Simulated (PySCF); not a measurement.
Isomers of C8H11FO. Level of theory: PBE0-D3(BJ)/def2-SVP geometry optimisation, gas phase in PySCF 2.14.0. Energies are electronic, without zero-point or thermal terms, for one conformer each. No frequencies were run at this level. Point groups hold within 0.08 Å.

Question: Order them by energy at this level, lowest first, and give relative energies in kcal/mol.
A. `C[C@@]12CC[C@@](F)(C1)C(=O)C2`
B. `[CH3:1][O:2][C:3]1=[C:4]([F:5])[C@@H:6]2[CH2:7][CH2:8][C@H:9]1[CH2:10]2` with C1–O2–C3–C4 -1°

Answer: A (0.0), B (32.7).

As drawn, the lower has a C=O bond and a quaternary carbon, which the higher lacks; the higher has a C=C bond outside aromatic rings, which the lower lacks.

```json
{"SMILES": "C[C@@]12CC[C@@](F)(C1)C(=O)C2", "E (Eh)": "-485.66399", "E rel (kcal/mol)": "0.0", "dipole (D)": "4.18", "point group": "C1", "A, B, C (MHz)": "2170, 1251, 1057"}
{"SMILES": "COC1=C(F)[C@@H]2CC[C@H]1C2", "E (Eh)": "-485.61185", "E rel (kcal/mol)": "32.7", "dipole (D)": "0.49", "point group": "C1", "A, B, C (MHz)": "2185, 1221, 987.2"}
```
